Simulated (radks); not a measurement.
Values are calculated unless marked as measured or tabulated.
Orbital eigenvalues (eV) of neutral terbium, [Xe] 4f9 6s2, at several levels of relativity; Dirac values are averaged over j with weights 2j + 1. Spin-unpolarised spherical Kohn-Sham, LDA (Slater exchange, Perdew-Wang correlation), point nucleus unless stated (finite: rms radius 5.06 fm), a radial shooting solver on a logarithmic mesh with Libxc functionals. A level marked "c x" has the speed of light scaled by that factor and shares open shells by 2j + 1; other Dirac levels either fill j = l - 1/2 first or share by 2j + 1.

shell       non-rel.  Dirac, 2j+1 shares  Dirac, 2j+1 shares, finite nucleus  Dirac, c x 1.25  change of magnitude, last against first (%)
3s           -1710.3             -1901.6                             -1901.3          -1826.6                                        +6.80
3p           -1545.2             -1614.6                             -1614.6          -1588.0                                        +2.77
3d           -1236.6             -1224.3                             -1224.3          -1229.0                                        -0.61
4s           -329.81             -376.07                             -376.00          -357.79                                        +8.48
4p           -264.91             -280.87                             -280.87          -274.65                                        +3.67
4d           -148.78             -146.51                             -146.52          -147.32                                        -0.98
5s           -41.183             -47.547                             -47.537          -44.942                                        +9.13
5p           -24.138             -25.131                             -25.132          -24.688                                        +2.28
4f           -6.9688             -3.2287                             -3.2307          -4.5188                                       -35.16
6s           -3.5847             -3.8525                             -3.8521          -3.7374                                        +4.26
5d (empty)   -2.1556             -1.4687                             -1.4694          -1.7034                                       -20.98
6p (empty)   -1.3778             -1.2321                             -1.2325          -1.2858                                        -6.67
